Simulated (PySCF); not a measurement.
Simulation results for AlClGeH4N

Computed with PySCF 2.14.0. Calculation on a computer-drawn molecule: optimised geometry and harmonic frequencies of an isolated molecule of the commonest isotopes, restricted reference for singlets and unrestricted otherwise, frozen core in MP2; on germanium a core potential holds 10 electrons, which the energies leave out, and 3d is frozen in MP2 and coupled-cluster steps.

### AlClGeH4N

Start structure:
```xyz
8
AlClGeH4N
N      1.5846     0.1315    -0.1336
Ge     3.1346    -0.5418    -0.7638
Al     1.9565    -1.9264    -2.6759
Cl     4.6013     0.2074     0.4067
H      0.6670    -0.0868    -0.4867
H      1.4578     0.6845     0.6891
H      0.4765    -1.6615    -2.5984
H      2.8104    -2.7003    -3.6865
```

Here we set charge 1, multiplicity 1, method HF, basis cc-pV(D+d)Z and basis and core potential on germanium cc-pVDZ-PP ECP10MDF.

It finds rotational constants 4.206, 1.752, 1.237 GHz; total energy -1051.3968 hartree; convergence status largest gradient component 2.988e-05 hartree/bohr.

Drawn bonds:
```tsv
atom	other atom	order
1	2	1
2	3	1
2	4	1
1	5	1
1	6	1
3	7	1
3	8	1
```

Optimised structure:
```xyz
8
AlClGeH4N
N      1.4709     0.3611     0.1960
Ge     2.5640    -0.5368    -0.8246
Al     2.0320    -2.0624    -2.9038
Cl     4.5236    -0.2164    -0.1238
H      0.4746     0.3666     0.0638
H      1.7742     0.9222     0.9745
H      0.4962    -2.1257    -3.1220
H      3.3532    -2.6020    -3.5092
```

Modes:
```tsv
frequency (cm⁻¹)	reduced mass (dalton)
20.36	1.04
79.19	6.468
125.5	8.573
195.8	4.908
270.8	8.667
439.2	1.119
483.1	27.4
501.6	1.083
531.7	1.122
588.6	1.126
728.1	1.066
847.2	3.064
870.9	1.5
1666	1.119
2096	1.016
2142	1.071
3739	1.049
3856	1.101
```
